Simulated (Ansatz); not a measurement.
A structure relaxed at PBE-D4/def2-SVP in Ansatz, charge 1, doublet:

```xyz
7

Si   -0.570    2.234   -1.238
Si   -1.147   -0.041   -1.909
Si    0.993    0.410    1.611
Si   -0.191   -1.653   -0.121
Te    1.013   -2.206    1.979
Te   -1.631    0.751    0.784
Te    1.533    0.505   -1.106
```

Question: Give its formula and point group.

Answer: Si4Te3⁺. Point group Cs (tolerance 0.1 Å).

Question: Summarise the bond lengths by kind (pairs closer than 1.2 times the sum of covalent radii, bridged metal pairs left out).

Answer: 10 × Si–Te 2.48 to 2.94 Å; 2 × Si–Si 2.44 to 2.59 Å.

In the def2 sets Te takes a core potential; there is no spin–orbit coupling. The relaxation made no stability test and no search for a lower SCF solution. Another isomer (doublet) lies 0.20 eV lower at PBE0-D4/def2-TZVP; other spin states weren't run for this one.
